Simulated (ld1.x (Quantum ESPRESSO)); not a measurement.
# Er (Z = 68), ultrasoft: configuration errors across variants

ld1.x (Quantum ESPRESSO) 7.5 input, shortened:

```
&input
   title='Er', zed=68., rel=1, dft='PBE', iswitch=3,
   config='[Xe] 4f11 5d1 6s1.75 6p0'
 /
 &inputp
   pseudotype=3, tm=.true., lloc=-1, rcloc=3.15,
   nlcc=.false.,
   which_augfun='PSQ', rmatch_augfun_nc=.true.
 /
6
5S  1  0   2.00   0.00  2.05  2.35  0.0
6S  2  0   1.75   0.00  2.05  2.35  0.0
5P  2  1   6.00   0.00  2.10  2.20  0.0
6P  3  1   0.00   0.00  2.10  2.20  0.0
5D  3  2   1.00   0.00  2.65  3.50  0.0
5D  3  2   0.00   0.75  2.65  3.50  0.0
 &test
   configts(1)='5s2 5p6 5d1 6s1.75 6p0'
 /
```

All-electron excitation energies from the reference (eV): (1) 5s2 5p6 5d1 6s2 6p0 -1.261; (2) 5s2 5p6 5d1 6s1 6p0 5.782; (3) 5s2 5p6 5d1 6s0 6p0 18.547; (4) 5s2 5p6 5d1 6s1.5 6p0 1.587; (5) 5s2 5p6 5d1 6s1 6p1 1.910.

Tests that are not counted but printed errors over 1 eV. “waves 5p (bound): rcut 2.10, rcutus 3.24 bohr; 6p (bound): rcut 2.10, rcutus 3.24 bohr”: 5s2 5p6 5d1 6s0 6p0 (solver errors, printed error -898 eV).

5 further variants failed, have other tests or another functional or relativity, and are left out.

The file “type TM; waves now 5p (bound): rc 2.20 bohr; 5d (bound): rc 3.50 bohr; 5s (bound): rc 2.35 bohr; local potential the s channel” misses its own reference levels by 2.3 eV.

Errors AE − PS in meV (a dash: test not solved or not reliable):

| change | (1) | (2) | (3) | (4) | (5) | bound ghosts |
| --- | --- | --- | --- | --- | --- | --- |
| base | +0.2 | -6.5 | -51 | -0.9 | -7.3 | none |
| local potential all-electron potential smoothed inside 2.25 bohr (lloc = -2) | +0.3 | -5.2 | -44 | -0.8 | -6.7 | none |
| type TM; waves now 5p (bound): rc 2.20 bohr; 5d (bound): rc 3.50 bohr; 5s (bound): rc 2.35 bohr; local potential the s channel | +538 | -2111 | -6514 | -613 | -2377 | not determined |
| waves 5p (bound): rcut 2.10, rcutus 3.24 bohr; 6p (bound): rcut 2.10, rcutus 3.24 bohr | +0.2 | -7.0 | – | -0.9 | – | none |
| local potential all-electron potential smoothed inside 3.28 bohr (lloc = -1) | +0.2 | -6.6 | -51 | -0.9 | -7.3 | none |

(1) Give the same row for: all radii scaled by about 1.19 (s 2.80, p 2.62, d 4.18 bohr, rcut 2.44/2.50/3.16); local potential all-electron potential smoothed inside 3.76 bohr (lloc = -1).

Answers

(1) –, –, –, –, –; bound ghosts: none. Not counted: 5s2 5p6 5d1 6s2 6p0 (pseudo-atom not self-consistent, printed error -2.2 eV).
